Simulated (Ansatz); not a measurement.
Isolated molecules relaxed with PBE0-D4/def2-TZVP in Ansatz; ΔE leaves out vibrations. CBS: MP2 limit from def2 TZ/QZ plus the TZ coupled-cluster correction, frozen cores. Elements past krypton have def2 core potentials. For Br, Sn outer-core shells are correlated without core-valence functions, which leaves a few kJ/mol of doubt a bond. Scalar relativity is left out up to krypton. Each species was taken in one conformer, which may not be the lowest.

Consider the cleavage of the Si–Sn bond: `O[SiH2][SiH2][SnH3]` + HBr → `O[SiH2][SiH2]Br` + `[SnH4]`.

| species | CCSD(T)/CBS(def2) energy (Eh) |
| --- | --- |
| `O[SiH2][SiH2][SnH3]` | -872.19303 |
| HBr | -2573.91920 |
| `O[SiH2][SiH2]Br` | -3229.74135 |
| `[SnH4]` | -216.39156 |

**Question.** Work out ΔE.

**Answer.** ΔE = (-3229.74135) + (-216.39156) − (-872.19303) − (-2573.91920) = -0.02068 Eh = -13.0 kcal/mol.

Largest T1 diagnostic among the species: 0.013.

From PBE to PBE0 (25 % exact exchange), in def2-TZVPP and without D4, ΔE moves by −1.1 kcal/mol. In def2-TZVPP, CCSD(T) changes the Hartree–Fock value by +5.6 kcal/mol (the triples alone add +0.6 kcal/mol) and MP2 by +4.8 kcal/mol.
